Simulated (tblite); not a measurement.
A geometry optimisation, step by step.

Compound: C5H5B.
SMILES with atom numbers: `[CH:1]#[C:2][C:3]#[C:4][BH:5][CH3:6]` (hydrogens: H7 on C1; H8 on B5; H9, H10, H11 on C6)

Computed with GFN2-xTB (tblite), gas phase: L-BFGS steps from a force-field or distance-geometry start until the largest atomic force falls under 0.01 eV/Å. 14 of its 41 geometries are shown.

Step 0: E = -389.7444 eV, largest atomic force 4.187 eV/Å
```
atom  x, y, z in Å  |  force x, y, z in eV/Å
C1     -0.833    2.859   -2.648   -0.421   1.077  -0.840
C2     -0.497    1.938   -1.964    1.044  -2.668   1.916
C3     -0.053    0.840   -1.153   -1.256   3.242  -2.333
C4      0.326   -0.079   -0.483    1.278  -2.011   1.805
B5      0.796   -1.283    0.395   -1.678  -0.054  -1.334
C6      0.196   -1.436    1.869    0.371   1.143  -0.941
H7     -1.144    3.674   -3.271    0.226  -0.599   0.488
H8      1.035   -2.279   -0.224    0.479   0.514   0.274
H9     -0.723   -0.812    1.844    0.433  -0.594   0.567
H10    -0.018   -2.481    2.107    0.167   0.554   0.321
H11     0.921   -0.938    2.543   -0.643  -0.605   0.077
```

Step 3: E = -390.0602 eV, largest atomic force 3.024 eV/Å
```
atom  x, y, z in Å  |  force x, y, z in eV/Å
C1     -0.831    2.850   -2.643    0.491  -1.370   0.995
C2     -0.484    1.908   -1.944   -0.163   0.620  -0.466
C3     -0.054    0.851   -1.159   -0.915   2.333  -1.692
C4      0.335   -0.062   -0.486    1.039  -2.102   1.601
B5      0.735   -1.287    0.349   -0.910   0.249  -0.653
C6      0.207   -1.410    1.836    0.028   0.098  -0.381
H7     -1.136    3.654   -3.254    0.068  -0.210   0.178
H8      1.055   -2.263   -0.217    0.372   0.144  -0.073
H9     -0.713   -0.829    1.867   -0.075  -0.065   0.397
H10    -0.009   -2.451    2.117    0.208   0.493   0.057
H11     0.900   -0.958    2.548   -0.144  -0.188   0.038
```

Step 6: E = -390.2016 eV, largest atomic force 0.335 eV/Å
```
atom  x, y, z in Å  |  force x, y, z in eV/Å
C1     -0.824    2.826   -2.627    0.011  -0.044   0.024
C2     -0.475    1.899   -1.938    0.044   0.083  -0.025
C3     -0.054    0.867   -1.169    0.119  -0.158   0.132
C4      0.348   -0.058   -0.483   -0.062   0.006  -0.123
B5      0.665   -1.290    0.304   -0.028  -0.162   0.081
C6      0.208   -1.394    1.807   -0.224   0.063   0.102
H7     -1.127    3.626   -3.232   -0.030   0.025  -0.013
H8      1.086   -2.248   -0.221    0.177   0.075  -0.172
H9     -0.717   -0.837    1.901   -0.203   0.130   0.233
H10     0.007   -2.414    2.122    0.075  -0.087  -0.047
H11     0.887   -0.975    2.548    0.123   0.070  -0.193
```

Step 9: E = -390.2342 eV, largest atomic force 0.255 eV/Å
```
atom  x, y, z in Å  |  force x, y, z in eV/Å
C1     -0.822    2.818   -2.623    0.082  -0.169   0.137
C2     -0.459    1.898   -1.931    0.012   0.170  -0.093
C3     -0.042    0.865   -1.163    0.005   0.027  -0.038
C4      0.348   -0.073   -0.491   -0.078  -0.193   0.048
B5      0.631   -1.312    0.297    0.109   0.101   0.049
C6      0.173   -1.380    1.809    0.007  -0.108  -0.037
H7     -1.127    3.617   -3.223   -0.069   0.114  -0.087
H8      1.129   -2.228   -0.250    0.009   0.080   0.094
H9     -0.751   -0.820    1.956    0.058  -0.075   0.094
H10     0.024   -2.411    2.118   -0.140  -0.029   0.073
H11     0.901   -0.970    2.513    0.006   0.081  -0.242
```

Step 12: E = -390.2488 eV, largest atomic force 0.278 eV/Å
```
atom  x, y, z in Å  |  force x, y, z in eV/Å
C1     -0.819    2.817   -2.621   -0.063   0.224  -0.152
C2     -0.445    1.904   -1.928    0.092  -0.136   0.097
C3     -0.034    0.862   -1.163   -0.009   0.012  -0.034
C4      0.331   -0.092   -0.496   -0.111   0.168  -0.073
B5      0.635   -1.312    0.305   -0.088  -0.018  -0.063
C6      0.158   -1.389    1.808    0.026  -0.026  -0.049
H7     -1.134    3.620   -3.225    0.041  -0.141   0.111
H8      1.148   -2.212   -0.249    0.071  -0.003   0.135
H9     -0.758   -0.823    1.988    0.069  -0.094  -0.019
H10     0.012   -2.418    2.127   -0.059   0.031   0.098
H11     0.911   -0.956    2.467    0.030  -0.018  -0.050
```

Step 15: E = -390.2568 eV, largest atomic force 0.109 eV/Å
```
atom  x, y, z in Å  |  force x, y, z in eV/Å
C1     -0.815    2.818   -2.620    0.032  -0.010   0.025
C2     -0.430    1.909   -1.928   -0.022   0.075  -0.071
C3     -0.030    0.865   -1.168   -0.012   0.006  -0.017
C4      0.312   -0.094   -0.502   -0.029  -0.022   0.041
B5      0.619   -1.313    0.298   -0.064  -0.055  -0.002
C6      0.150   -1.396    1.799   -0.010  -0.005   0.055
H7     -1.136    3.614   -3.218   -0.035   0.087  -0.056
H8      1.173   -2.199   -0.233    0.067  -0.039   0.059
H9     -0.757   -0.834    2.011   -0.049   0.042  -0.078
H10     0.000   -2.415    2.144    0.050  -0.033   0.032
H11     0.920   -0.951    2.430    0.072  -0.046   0.012
```

Step 18: E = -390.2614 eV, largest atomic force 0.089 eV/Å
```
atom  x, y, z in Å  |  force x, y, z in eV/Å
C1     -0.812    2.827   -2.623    0.026  -0.025   0.027
C2     -0.424    1.916   -1.934   -0.019   0.025  -0.026
C3     -0.032    0.867   -1.174   -0.011  -0.020   0.006
C4      0.295   -0.094   -0.500   -0.028  -0.084  -0.003
B5      0.603   -1.322    0.295    0.024   0.018   0.035
C6      0.147   -1.401    1.802   -0.002   0.001  -0.023
H7     -1.142    3.620   -3.221   -0.009   0.064  -0.033
H8      1.194   -2.200   -0.212    0.002   0.018   0.011
H9     -0.760   -0.836    2.007    0.012   0.026   0.009
H10     0.001   -2.418    2.159    0.042   0.013  -0.003
H11     0.935   -0.957    2.415   -0.037  -0.037   0.002
```

Step 22: E = -390.2627 eV, largest atomic force 0.064 eV/Å
```
atom  x, y, z in Å  |  force x, y, z in eV/Å
C1     -0.808    2.832   -2.623   -0.003   0.025  -0.014
C2     -0.424    1.917   -1.937   -0.005  -0.028   0.012
C3     -0.035    0.864   -1.176   -0.030  -0.004  -0.021
C4      0.282   -0.104   -0.506   -0.031   0.027  -0.043
B5      0.603   -1.322    0.298   -0.004  -0.001  -0.029
C6      0.144   -1.402    1.801    0.011   0.008   0.024
H7     -1.141    3.627   -3.222    0.038  -0.032   0.040
H8      1.202   -2.196   -0.205    0.023   0.002   0.005
H9     -0.759   -0.832    2.010   -0.003  -0.004   0.010
H10     0.007   -2.418    2.162   -0.021  -0.018  -0.016
H11     0.934   -0.963    2.412    0.023   0.025   0.035
```

Step 25: E = -390.2639 eV, largest atomic force 0.071 eV/Å
```
atom  x, y, z in Å  |  force x, y, z in eV/Å
C1     -0.803    2.836   -2.623    0.014  -0.043   0.032
C2     -0.426    1.916   -1.940   -0.031   0.027  -0.027
C3     -0.046    0.860   -1.182   -0.025  -0.026  -0.016
C4      0.262   -0.114   -0.519    0.019  -0.049   0.039
B5      0.600   -1.321    0.295   -0.018  -0.002   0.020
C6      0.144   -1.401    1.802    0.034   0.009   0.023
H7     -1.133    3.632   -3.217    0.007   0.064  -0.030
H8      1.217   -2.191   -0.195    0.020   0.006  -0.012
H9     -0.756   -0.830    2.016   -0.008  -0.023   0.000
H10     0.011   -2.418    2.163   -0.047  -0.004  -0.039
H11     0.935   -0.967    2.415    0.035   0.040   0.009
```

Step 28: E = -390.2656 eV, largest atomic force 0.060 eV/Å
```
atom  x, y, z in Å  |  force x, y, z in eV/Å
C1     -0.796    2.843   -2.622   -0.016   0.003  -0.007
C2     -0.436    1.912   -1.945   -0.020  -0.021  -0.007
C3     -0.066    0.847   -1.193   -0.015  -0.035  -0.003
C4      0.237   -0.131   -0.533    0.023  -0.002   0.055
B5      0.600   -1.320    0.296    0.003  -0.018   0.025
C6      0.151   -1.397    1.808   -0.006   0.005  -0.025
H7     -1.118    3.646   -3.213    0.023   0.036  -0.006
H8      1.235   -2.183   -0.185    0.003   0.024   0.000
H9     -0.753   -0.829    2.021    0.016  -0.014   0.003
H10     0.009   -2.420    2.153    0.002   0.046  -0.002
H11     0.941   -0.966    2.428   -0.013  -0.023  -0.033
```

Step 31: E = -390.2666 eV, largest atomic force 0.059 eV/Å
```
atom  x, y, z in Å  |  force x, y, z in eV/Å
C1     -0.795    2.845   -2.622   -0.009  -0.006  -0.001
C2     -0.442    1.907   -1.948   -0.021  -0.029  -0.007
C3     -0.077    0.837   -1.199   -0.021   0.010  -0.016
C4      0.229   -0.137   -0.533   -0.001   0.050  -0.001
B5      0.599   -1.322    0.298    0.022   0.024  -0.024
C6      0.152   -1.395    1.807   -0.022  -0.013   0.003
H7     -1.107    3.656   -3.210    0.040  -0.025   0.036
H8      1.246   -2.176   -0.181    0.007  -0.002   0.001
H9     -0.750   -0.830    2.026   -0.016   0.035  -0.007
H10     0.008   -2.416    2.150    0.008  -0.034   0.032
H11     0.943   -0.968    2.427    0.013  -0.010  -0.016
```

Step 34: E = -390.2681 eV, largest atomic force 0.061 eV/Å
```
atom  x, y, z in Å  |  force x, y, z in eV/Å
C1     -0.793    2.846   -2.621    0.019  -0.049   0.030
C2     -0.461    1.894   -1.958   -0.032   0.024  -0.033
C3     -0.104    0.820   -1.213   -0.005   0.028   0.007
C4      0.211   -0.141   -0.534    0.018  -0.025  -0.018
B5      0.600   -1.320    0.299   -0.009   0.042   0.008
C6      0.151   -1.393    1.806    0.000  -0.024   0.024
H7     -1.079    3.673   -3.199    0.005   0.012  -0.003
H8      1.269   -2.162   -0.171    0.007  -0.001  -0.016
H9     -0.748   -0.826    2.033   -0.007   0.029  -0.017
H10     0.008   -2.414    2.151   -0.011  -0.050   0.020
H11     0.949   -0.974    2.422    0.016   0.014  -0.002
```

Step 37: E = -390.2685 eV, largest atomic force 0.018 eV/Å
```
atom  x, y, z in Å  |  force x, y, z in eV/Å
C1     -0.792    2.846   -2.621    0.000   0.012  -0.011
C2     -0.469    1.889   -1.962   -0.007  -0.012   0.002
C3     -0.112    0.816   -1.215    0.002   0.003   0.017
C4      0.209   -0.143   -0.536    0.010  -0.003  -0.010
B5      0.603   -1.316    0.301   -0.007  -0.016   0.001
C6      0.152   -1.395    1.808    0.002  -0.002  -0.002
H7     -1.070    3.678   -3.196   -0.001   0.002  -0.002
H8      1.273   -2.158   -0.170    0.001   0.018  -0.002
H9     -0.746   -0.822    2.031    0.011  -0.005  -0.001
H10     0.007   -2.417    2.151   -0.007   0.010   0.009
H11     0.951   -0.975    2.423   -0.004  -0.006   0.000
```

Step 40: E = -390.2686 eV, largest atomic force 0.010 eV/Å
```
atom  x, y, z in Å  |  force x, y, z in eV/Å
C1     -0.792    2.846   -2.621    0.002   0.002  -0.002
C2     -0.471    1.888   -1.963   -0.001   0.002   0.005
C3     -0.113    0.816   -1.214   -0.004   0.001   0.001
C4      0.209   -0.144   -0.537   -0.003   0.004   0.001
B5      0.602   -1.317    0.301    0.007  -0.003  -0.006
C6      0.152   -1.395    1.808    0.000   0.002  -0.002
H7     -1.069    3.679   -3.196    0.000  -0.006  -0.001
H8      1.276   -2.155   -0.170    0.004  -0.001  -0.003
H9     -0.745   -0.822    2.031   -0.002   0.001   0.001
H10     0.005   -2.417    2.153   -0.005   0.003   0.003
H11     0.952   -0.976    2.422    0.002  -0.005   0.003
```

Task: Summarise the path.

Result: The energy falls by 50.58 kJ/mol from step 0 to step 40; nine tenths of that is first reached at step 8. It rises by more than 0.2 meV at step 1. The largest force goes from 4.187 to 0.010 eV/Å. Among the bonds C2–C3 changes most, from 1.436 to 1.355 Å; the atoms move by 0.147 Å rms after alignment.

Task: Follow the three bonds and two angles with the largest change from start to end.

Result: 
| step | E above end (kJ/mol) | largest force (eV/Å) | C2–C3 (Å) | C4–B5 (Å) | C6–H9 (Å) | B5–C6–H9 (°) | H10–C6–H11 (°) |
| --- | --- | --- | --- | --- | --- | --- | --- |
| 0 | 50.58 | 4.187 | 1.436 | 1.562 | 1.111 | 103.6 | 115.2 |
| 2 | 25.28 | 1.838 | 1.379 | 1.523 | 1.092 | 104.9 | 112.2 |
| 3 | 20.10 | 3.024 | 1.385 | 1.536 | 1.089 | 105.5 | 110.5 |
| 5 | 7.46 | 0.356 | 1.358 | 1.498 | 1.085 | 106.7 | 107.1 |
| 7 | 5.46 | 0.317 | 1.351 | 1.496 | 1.085 | 108.1 | 105.6 |
| 9 | 3.32 | 0.255 | 1.353 | 1.496 | 1.091 | 110.6 | 105.3 |
| 10 | 2.82 | 0.197 | 1.356 | 1.495 | 1.092 | 111.3 | 105.8 |
| 12 | 1.91 | 0.278 | 1.357 | 1.491 | 1.091 | 112.7 | 106.9 |
| 14 | 1.29 | 0.123 | 1.353 | 1.490 | 1.088 | 113.9 | 107.3 |
| 16 | 0.96 | 0.173 | 1.351 | 1.492 | 1.087 | 113.9 | 107.2 |
| 17 | 0.79 | 0.156 | 1.352 | 1.494 | 1.087 | 113.5 | 107.1 |
| 19 | 0.66 | 0.060 | 1.355 | 1.495 | 1.088 | 113.2 | 107.0 |
| 21 | 0.60 | 0.071 | 1.357 | 1.494 | 1.088 | 113.3 | 106.7 |
| 23 | 0.53 | 0.066 | 1.356 | 1.494 | 1.088 | 113.6 | 106.1 |
| 24 | 0.50 | 0.069 | 1.355 | 1.495 | 1.088 | 113.7 | 105.9 |
| 26 | 0.39 | 0.095 | 1.354 | 1.495 | 1.088 | 113.6 | 106.0 |
| 28 | 0.28 | 0.060 | 1.355 | 1.495 | 1.089 | 113.5 | 106.5 |
| 30 | 0.22 | 0.055 | 1.356 | 1.494 | 1.088 | 113.7 | 106.6 |
| 31 | 0.19 | 0.059 | 1.356 | 1.494 | 1.087 | 113.8 | 106.6 |
| 33 | 0.10 | 0.076 | 1.356 | 1.494 | 1.087 | 114.2 | 106.2 |
| 35 | 0.03 | 0.037 | 1.355 | 1.494 | 1.088 | 114.1 | 106.2 |
| 37 | 0.01 | 0.018 | 1.355 | 1.494 | 1.088 | 113.9 | 106.4 |
| 38 | 0.00 | 0.021 | 1.355 | 1.494 | 1.088 | 113.9 | 106.4 |
| 40 | 0.00 | 0.010 | 1.355 | 1.494 | 1.088 | 113.9 | 106.4 |

The cost below is that of the whole relaxation. Hardware: an Intel Xeon at 2.70 GHz with one thread, no GPU, shared host with 64 logical CPUs at a one-minute load of 63. Cost: 0.19 s.
